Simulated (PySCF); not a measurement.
**Ge (germanium, neutral) across methods**

[Ar] 3d10 4s2 4p1 5s1, high-spin 3P determinant (an excited configuration). Calculation: PySCF 2.14, in aug-cc-pVTZ-PP with ECP10MDF; scalar relativity through the core potential. The B2PLYP total includes its PT2 part (frozen core); its orbital energies are those of the SCF part.

| method | E (hartree) | mean ε 4s β (eV) | mean ε 4p α (eV) | mean ε 5s α (eV) | Σ⟨r²⟩ (bohr²) | ⟨S²⟩ |
| --- | --- | --- | --- | --- | --- | --- |
| r2SCAN | -294.2374 | -14.905 | -7.529 | -1.899 | 70.22 | 2.005 |
| PBE | -294.3629 | -14.531 | -7.091 | -1.922 | 70.08 | 2.002 |
| UHF | -293.18814 | -17.586 | -10.972 | -2.940 | 72.20 | 2.010 |
| MN15 | -294.7376 | -16.141 | -8.518 | -2.291 | 69.09 | 2.003 |
| B2PLYP | -293.9765 | -16.471 | -9.096 | -2.390 | 70.72 | 2.004 |
| PBEsol | -294.0465 | -14.577 | -7.068 | -1.919 | 69.92 | 2.002 |
| PBE0 | -294.3228 | -15.557 | -8.205 | -2.259 | 70.50 | 2.003 |
| LDA | -293.8907 | -14.908 | -7.081 | -1.939 | 69.04 | 2.001 |
| M06 | -294.4495 | -16.274 | -7.941 | -2.071 | 70.78 | 2.001 |

Energies and moments cover only the electrons outside the core potential. The outer electron is Rydberg-like, and this basis confines it to a smaller radius and binds it less than a complete one would.
